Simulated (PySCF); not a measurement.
Bond curve of PPb

Set-up: P def2-SVPD, Pb def2-SVPD with ECP60; scalar-relativistic core potentials (PySCF 2.14). Energies in eV from P + Pb in their ground configurations at the same level. State: ²Π (doublet), unpaired electrons π ↑.

All columns are PBE0. A positive dipole means P(−)Pb(+).

| R (Å) | E (eV) | μ (D) | Mulliken charge on P (basis-dependent) | HOMO (eV) | LUMO (eV) | Mayer bond order | ⟨S²⟩ |
| --- | --- | --- | --- | --- | --- | --- | --- |
| 2.104 | -1.357 | 1.64 | -0.28 | -6.18 | -4.53 | 2.23 | 0.75 |
| 2.201 | -2.022 | 2.04 | -0.28 | -6.22 | -4.31 | 2.21 | 0.76 |
| 2.299 | -2.380 | 2.42 | -0.28 | -6.04 | -4.11 | 2.21 | 0.76 |
| 2.373 | -2.501 | 2.68 | -0.27 | -5.87 | -3.98 | 2.20 | 0.77 |
| 2.446 | -2.528 | 2.91 | -0.27 | -5.70 | -3.87 | 2.18 | 0.78 |
| 2.519 | -2.484 | 3.09 | -0.26 | -5.54 | -3.77 | 2.14 | 0.83 |
| 2.617 | -2.357 | 3.17 | -0.25 | -5.36 | -3.68 | 1.98 | 0.98 |
| 2.740 | -2.146 | 3.16 | -0.22 | -5.22 | -3.59 | 1.73 | 1.21 |
| 2.886 | -1.864 | 3.16 | -0.20 | -5.15 | -3.51 | 1.48 | 1.42 |
| 3.082 | -1.487 | 3.22 | -0.17 | -5.12 | -3.45 | 1.24 | 1.62 |

A fit through these points gives, at Re = 2.433 Å, μ = 2.88 D and dμ/dR = 2.99 D/Å; the reduced mass is 26.96 u.

How strong is the fundamental in the double-harmonic approximation, I = 42.26·(dμ/dR)²/μred km/mol?

I = 42.26·(2.99)²/26.96 = 14.0 km/mol at PBE0.

⟨S²⟩ of the unrestricted solution departs from its pure value on part of the curve, where spin states mix. Spin–orbit coupling is left out, which matters for elements this heavy, above all for dissociation energies. The state was picked by a PBE0 search and need not be the measured ground state.
